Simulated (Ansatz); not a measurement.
Stretching the O2–H3 bond in H2O2Sn (SMILES [OH][Sn][OH]) (multiplicity 1 held, fragments rigid). Energies count from the point at 0.966 Å.
Geometry at that point (charge 0, multiplicity 1):
```xyz
5

Sn    -0.035    -0.008     0.374
O      0.552     1.445    -0.843
H      0.543     1.177    -1.771
O     -0.324    -1.274    -1.154
H     -0.637    -2.159    -0.939
```

Unrestricted levels (U-) break spin symmetry where that is lower. Active spaces are followed from a long bond inwards. Curves can end on different states.

Correlated levels freeze the cores. Filled d and f shells under p-block atoms count as core.

Programs: Ansatz (Gaussian basis) for Hartree–Fock, density functionals and correlated methods. Each number belongs to the level named beside it. In def2 rows elements past Kr take small-core potentials, without spin–orbit coupling.

Energies in kcal/mol.

```json
[
 {"R (Å)": "0.773", "U-HF/def2-SVP": "32.6", "U-MP2/def2-SVP": "37.8", "U-SCS-MP2/def2-SVP": "37.7", "SC-NEVPT2 on CASSCF(4,3)/def2-SVP": "41.7", "FIC-NEVPT4(SD) on CASSCF(4,3)/def2-SVP": "38.1", "FIC-MRCISD+Q on CASSCF(4,3)/def2-SVP": "37.2"},
 {"R (Å)": "0.870", "U-HF/def2-SVP": "5.0", "U-MP2/def2-SVP": "7.6", "U-SCS-MP2/def2-SVP": "7.5", "SC-NEVPT2 on CASSCF(4,3)/def2-SVP": "9.1", "FIC-NEVPT4(SD) on CASSCF(4,3)/def2-SVP": "7.7", "FIC-MRCISD+Q on CASSCF(4,3)/def2-SVP": "7.3"},
 {"R (Å)": "0.966", "U-HF/def2-SVP": "0.0", "U-MP2/def2-SVP": "0.0", "U-SCS-MP2/def2-SVP": "0.0", "SC-NEVPT2 on CASSCF(4,3)/def2-SVP": "0.0", "FIC-NEVPT4(SD) on CASSCF(4,3)/def2-SVP": "0.0", "FIC-MRCISD+Q on CASSCF(4,3)/def2-SVP": "0.0"},
 {"R (Å)": "1.063", "U-HF/def2-SVP": "6.8", "U-MP2/def2-SVP": "4.2", "U-SCS-MP2/def2-SVP": "4.2", "SC-NEVPT2 on CASSCF(4,3)/def2-SVP": "3.6", "FIC-NEVPT4(SD) on CASSCF(4,3)/def2-SVP": "4.2", "FIC-MRCISD+Q on CASSCF(4,3)/def2-SVP": "4.4"},
 {"R (Å)": "1.159", "U-HF/def2-SVP": "19.6", "U-MP2/def2-SVP": "14.4", "U-SCS-MP2/def2-SVP": "14.4", "SC-NEVPT2 on CASSCF(4,3)/def2-SVP": "13.4", "FIC-NEVPT4(SD) on CASSCF(4,3)/def2-SVP": "14.3", "FIC-MRCISD+Q on CASSCF(4,3)/def2-SVP": "14.6"},
 {"R (Å)": "1.304", "U-HF/def2-SVP": "43.0", "U-MP2/def2-SVP": "34.0", "U-SCS-MP2/def2-SVP": "33.8", "SC-NEVPT2 on CASSCF(4,3)/def2-SVP": "32.9", "FIC-NEVPT4(SD) on CASSCF(4,3)/def2-SVP": "33.6", "FIC-MRCISD+Q on CASSCF(4,3)/def2-SVP": "33.8"},
 {"R (Å)": "1.449", "U-HF/def2-SVP": "65.3", "U-MP2/def2-SVP": "67.1", "U-SCS-MP2/def2-SVP": "67.0", "SC-NEVPT2 on CASSCF(4,3)/def2-SVP": "53.0", "FIC-NEVPT4(SD) on CASSCF(4,3)/def2-SVP": "53.2", "FIC-MRCISD+Q on CASSCF(4,3)/def2-SVP": "53.2"},
 {"R (Å)": "1.691", "U-HF/def2-SVP": "81.4", "U-MP2/def2-SVP": "103.7", "U-SCS-MP2/def2-SVP": "103.2", "SC-NEVPT2 on CASSCF(4,3)/def2-SVP": "81.7", "FIC-NEVPT4(SD) on CASSCF(4,3)/def2-SVP": "80.4", "FIC-MRCISD+Q on CASSCF(4,3)/def2-SVP": "79.8"},
 {"R (Å)": "1.932", "U-HF/def2-SVP": "86.2", "U-MP2/def2-SVP": "115.6", "U-SCS-MP2/def2-SVP": "114.5", "SC-NEVPT2 on CASSCF(4,3)/def2-SVP": "101.3", "FIC-NEVPT4(SD) on CASSCF(4,3)/def2-SVP": "98.6", "FIC-MRCISD+Q on CASSCF(4,3)/def2-SVP": "97.5"},
 {"R (Å)": "2.222", "U-HF/def2-SVP": "87.7", "U-MP2/def2-SVP": "120.2", "U-SCS-MP2/def2-SVP": "118.7", "SC-NEVPT2 on CASSCF(4,3)/def2-SVP": "114.0", "FIC-NEVPT4(SD) on CASSCF(4,3)/def2-SVP": "110.4", "FIC-MRCISD+Q on CASSCF(4,3)/def2-SVP": "109.0"},
 {"R (Å)": "2.609", "U-HF/def2-SVP": "88.0", "U-MP2/def2-SVP": "121.7", "U-SCS-MP2/def2-SVP": "120.1", "SC-NEVPT2 on CASSCF(4,3)/def2-SVP": "120.3", "FIC-NEVPT4(SD) on CASSCF(4,3)/def2-SVP": "116.3", "FIC-MRCISD+Q on CASSCF(4,3)/def2-SVP": "114.7"},
 {"R (Å)": "3.092", "U-HF/def2-SVP": "88.0", "U-MP2/def2-SVP": "122.2", "U-SCS-MP2/def2-SVP": "120.6", "SC-NEVPT2 on CASSCF(4,3)/def2-SVP": "122.3", "FIC-NEVPT4(SD) on CASSCF(4,3)/def2-SVP": "118.2", "FIC-MRCISD+Q on CASSCF(4,3)/def2-SVP": "116.7"}
]
```

Doubts at one or more of the structures used: a spin-contaminated determinant (U-HF/def2-SVP, U-MP2/def2-SVP, U-SCS-MP2/def2-SVP); active orbitals that take no part (SC-NEVPT2 on CASSCF(4,3)/def2-SVP, FIC-NEVPT4(SD) on CASSCF(4,3)/def2-SVP, FIC-MRCISD+Q on CASSCF(4,3)/def2-SVP).

Ansatz is a program for electronic structure.
